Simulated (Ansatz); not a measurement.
The same molecule with X = F, Cl, Br. Ansatz, PBE0-D4/def2-TZVP geometries, multiplicity 1. Each molecule was computed in one conformer, which needn't be the lowest.

Scalar relativity is left out up to krypton.

```
 X   molecule  mean X–Si bond length / Å  size of the dipole moment (ωB97M-V/def2-TZVPP) / D  zero-point energy (PBE0-D4/def2-TZVP) / kJ/mol  HOMO energy (B3LYP/def2-TZVPP) / eV
 F   `F[Si]S`                      1.616                                                0.08                                            31.5                                -7.18
Br  `S[Si]Br`                      2.258                                                1.95                                            29.3                                -7.00
```

**Question.** Give the row for X = Cl, `S[Si]Cl`. (Best estimate.)

**Answer.** Computed: 
```csv
X,molecule,mean X–Si bond length / Å,size of the dipole moment (ωB97M-V/def2-TZVPP) / D,zero-point energy (PBE0-D4/def2-TZVP) / kJ/mol,HOMO energy (B3LYP/def2-TZVPP) / eV
Cl,`S[Si]Cl`,2.086,1.76,30.2,-7.04
```

From F to Br the mean X–Si bond length rises at each step, by 0.642 Å in all; the zero-point energy (PBE0-D4/def2-TZVP) falls at each step, by 2.2 kJ/mol in all; the HOMO energy (B3LYP/def2-TZVPP) rises at each step, by 0.18 eV in all. Bonds lengthen as the atom grows down the group. Dipoles are sizes alone, and their direction can turn along the series.

B3LYP here is the variant with VWN-RPA as its local correlation; programs differ in this.

Spin–orbit coupling is left out; it splits and shifts lone-pair levels of the heavy atoms by tenths of an eV.
